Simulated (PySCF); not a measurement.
# Manganese: a sound run and one with changed settings

Sound run: Mn+ [Ar] 3d5 4s1, Mn(2+) [Ar] 3d5. Computed with PySCF 2.14 in aug-cc-pVDZ, with no relativity, point nucleus. The sound run starts from symmetry-adapted Hartree-Fock orbitals and uses a fine grid where one is needed.

A second run was set up differently.

| species | method | sound run (hartree) | changed run (hartree) | converged |
| --- | --- | --- | --- | --- |
| Mn+ | UHF | -1149.64794 | -1147.75644 | no |
| Mn+ | r2SCAN | -1150.71450 | -1148.30509 | no |
| Mn+ | BP86 | -1150.87029 | -1148.33542 | no |
| Mn(2+) | UHF | -1149.10707 | -1147.66400 | no |
| Mn(2+) | r2SCAN | -1150.12961 | -1148.24002 | no |
| Mn(2+) | BP86 | -1150.27836 | -1148.26053 | no |

Problem. What was changed?
A. basis contracted for another Hamiltonian
B. minimal basis
C. too few SCF iterations
D. all electrons correlated in a valence basis

Solution. C. It used initial guess minao, at most 2 SCF cycles. The SCF was stopped early; the energies are upper bounds that still move, and correlated levels were skipped or rest on poor orbitals.
